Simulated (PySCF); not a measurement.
Spectrum to structure. Computed with PySCF 2.14.0, density-fitted response routines, TDDFT PBE0/def2-SVPD, vertical, gas phase, core orbitals frozen in the response. Geometries: GFN2-xTB, one conformer each.

| state | E (eV) | f |
| --- | --- | --- |
| S1 | 4.72 | 0.122 |
| S2 | 5.37 | 0.012 |
| S3 | 5.86 | 0.0041 |
| S4 | 5.92 | 0.0039 |
| S5 | 6.35 | 0.030 |
| S6 | 6.39 | 0.0040 |

Triplets computed (Tamm–Dancoff): 2.81, 4.91 eV.

**Question.** Which candidate is it? All have the formula C7H8O2.
A. `O=C([C@@H]1CC=CC=C1)O`
B. `[C@H]1(C#CC=O)C[C@H]1OC`
C. `C#C/C=C/CCOC=O`

**Answer.** A. Its S1 lies at 4.72 eV; the nearest of the others has S1 at 5.43 eV. S1 is HOMO→LUMO (98%). Löwdin shares by element: HOMO carbon 78% or more (atoms not listed hold the other 22%); LUMO carbon 74% or more (atoms not listed hold the other 26%). At the same level the other candidates give, for their lowest levels:
- `C#C/C=C/CCOC=O`: 5.43 eV (f 0.000); 5.58 eV (f 0.436); 5.93 eV (f 0.003); 6.18 eV (f 0.002); 6.23 eV (f 0.003); T1 3.41 eV; HOMO -7.06, LUMO -0.95 eV
- `CO[C@@H]1C[C@@H]1C#CC=O`: 3.82 eV (f 0.000); 4.65 eV (f 0.005); 4.89 eV (f 0.278); 5.95 eV (f 0.041); 6.22 eV (f 0.002); T1 3.22 eV; HOMO -7.45, LUMO -1.79 eV

Shape of the structure used: `[O:1]=[C:2]([OH:3])[C@H:4]1[CH:5]=[CH:6][CH:7]=[CH:8][CH2:9]1`: O1–C2–C4–C5 -101°, H–O3–C2–O1 1°.
